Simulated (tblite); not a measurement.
`CO[C@](C)(C=[O+])OC=O` [radical] (charge +1 and doublet state). The geometry is computed with GFN2-xTB (gas phase). This method treats the open shell by occupation alone, without spin polarisation.

```
atom  x, y, z in Å
C1     1.4442    1.5951   -0.2955
O2     1.2816    0.4097    0.4249
C3     0.1143   -0.2524    0.3881
C4     0.1144   -1.4258    1.3440
C5    -0.1501   -0.7428   -1.1856
O6     0.4100   -0.1175   -2.0523
O7    -1.0257    0.6135    0.6596
C8    -1.9911    0.4641   -0.1812
O9    -1.8736   -0.2703   -1.1495
H10    2.4727    1.9185   -0.1360
H11    1.2999    1.3559   -1.3793
H12    0.7229    2.3710   -0.0194
H13    0.1625   -1.0488    2.3652
H14   -0.7841   -2.0272    1.2341
H15    0.9937   -2.0393    1.1639
H16   -0.3008   -1.8294   -1.2271
H17   -2.8975    1.0379    0.0361
```

Problem. What is the longest distance between nuclei?

Solution. H10···H17, 5.44 Å; the next longest distance is 5.30 Å.

Problem. Work out the bond lengths C1–H12, C3–C4, C3–C5, C4–H15, C8–H17 in pm.

Solution. For C1–H12 the difference vector is (-0.7213, 0.7759, 0.2761) Å, of length 1.0948 Å. C1–H12 109.5; C3–C4 151.3; C3–C5 167.0; C4–H15 108.7; C8–H17 109.5 pm.

Problem. What is the repulsion energy of the bare nuclei, Σ ZA·ZB/RAB?

Solution. 508.60 Eh over 136 pairs, with full nuclear charges and distances in bohr; the largest single term is 21.05 Eh (C5 with O6).

Problem. Give the dihedral angles O2–C3–C5–O6, O2–C3–C4–H13, O2–C3–O7–C8, O7–C3–C5–O6.

Solution. O2–C3–C5–O6 -23° (synperiplanar); O2–C3–C4–H13 66° (synclinal); O2–C3–O7–C8 133° (anticlinal); O7–C3–C5–O6 96° (anticlinal). Dihedral signs follow IUPAC: positive where, seen along the central bond, the front bond turns clockwise onto the rear one.

Problem. How far are the heavy atoms from their best plane (unweighted least squares)?

Solution. 0.777 Å rms; C1 1.01, O2 0.09, C3 0.22, C4 1.13, C5 0.93, O6 0.68, O7 0.96, C8 0.91, O9 0.01 Å (magnitudes).

Problem. How far apart are these pairs, which share no bond: C3···H16, O9···H12, H10···H16, H12···H17?

Solution. C3···H16 2.295 Å (2 bonds apart); O9···H12 3.872 Å (6 bonds apart); H10···H16 4.788 Å (5 bonds apart); H12···H17 3.858 Å (6 bonds apart).

Problem. What are the angles C1–O2–C3, C4–C3–O7, O2–C3–O7, H13–C4–H15, H13–C4–H14, O9–C8–H17?

Solution. From the scalar product of the two bond vectors; for C1–O2–C3 it is -0.9482 Å² over 1.3966 × 1.3425 Å², cos θ = -0.5057. C1–O2–C3 120.4°; C4–C3–O7 110.1°; O2–C3–O7 112.5°; H13–C4–H15 108.3°; H13–C4–H14 108.8°; O9–C8–H17 123.5°.

Its GFN2-xTB frequencies are all real (lowest 74 cm⁻¹). 3 starts were optimised and ended at 0.00, 10.92 and 16.57 kcal/mol (GFN2-xTB); the lowest of these is shown.

One conformer stands for the species.
